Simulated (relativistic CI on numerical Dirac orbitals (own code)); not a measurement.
Calculated at this level of theory: Dirac-Coulomb-Breit CI, KLI orbitals optimised for each configuration, model QED, unscaled Slater integrals (own radial code, finite nucleus).

The strongest absorption lines from the ground level of an ion, among the configurations computed and to levels below about 443 eV (vacuum wavelength in Å, gf): 59.619 (0.13), 62.196 (0.36), 62.551 (0.64), 63.388 (1.1), 65.439 (0.61), 65.778 (0.1), 83.307 (0.25), 84.506 (0.23).

Q: Which ion is it?
A. Cd³³⁺
B. Sb³⁶⁺
C. Rh³⁰⁺
D. Mo²⁷⁺

A: A. Cd³³⁺ has 15 electrons and the ground level 3s2 3p3 2P°_3/2; the strongest line goes to 3s2 3p2 3d 4P_3/2. The pattern of lines fixes the number of electrons, and along that sequence the line energies rise steadily with the charge (about as its square where n changes within one kind of shell, about linearly where n is kept but much faster in heavy ions where fine structure, which grows about as Z⁴, sets the gap, and irregularly where shells cross), which fixes Z. Configurations outside the model, such as inner-shell arrays, can give stronger lines. At this charge energies of transitions that change n are usually good to better than 1 %, and those within a shell (Δn = 0) to a few per cent.

LS names give the leading component of a level, which can be under half, so a name can repeat, a term be missing and a line seem to break the LS rules.
